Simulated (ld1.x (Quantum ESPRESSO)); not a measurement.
**Bi: one change to a TM potential, before and after**

ld1.x (Quantum ESPRESSO) 7.5 input, shortened:

```
&input
   title='Bi', zed=83., rel=1, dft='REVPBE', iswitch=3,
   config='[Xe] 4f14 5d10 6s2 6p2'
 /
 &inputp
   pseudotype=2, tm=.true., lloc=0,
   nlcc=.false.
 /
2
6P  2  1   2.00   0.00  1.95  1.95  0.0
6S  1  0   2.00   0.00  1.50  1.50  0.0
 &test
   configts(1)='6s2 6p2'
 /
```

All-electron outer shells of the reference configuration (revPBE, scalar-relativistic, ld1.x):

```csv
shell,level (eV),outermost node (bohr),outermost maximum (bohr)
6s,-22.03,0.98,1.86
6p,-11.36,1.14,2.35
```

Change: core [Xe] 4f14, valence charge 15; reference 5d10 6s2 6p3; waves now 6p (bound): rc 2.60 bohr; 5d (bound): rc 1.05 bohr; 6s (bound): rc 1.85 bohr; core correction Bessel-smoothed model core inside 0.75 bohr.

Cutoffs: the cutoffs (Ry, on a coarse ladder) from which the occupation-weighted sum of valence levels, in a spherical-Bessel basis at the reference potential, stays within 10 and 1 mRy of its value at 400 Ry; they do not see the model core or the augmentation charge, which bear on the density cutoff. Errors are all-electron minus pseudo energies relative to the spin-unpolarised reference configuration.

Task: What does the change do?

Result: The potential gets harder (55 Ry and 140 Ry → 80 Ry and 160 Ry); the bound ghost in d disappears. The added semicore shells are compact, so their waves need more plane waves. Several settings change at once here, so the effects cannot be laid on one of them.

| quantity | base | changed |
| --- | --- | --- |
| cutoff, loose | 55 Ry | 80 Ry |
| cutoff, tight | 140 Ry | 160 Ry |
| bound ghosts | d | none |
| largest error over its own tests, meV | +208 | -187 |

 A true bound ghost makes a file unfit for plane-wave use even where its test errors are small: the radial tests pick states by their node count and pass the ghost by.
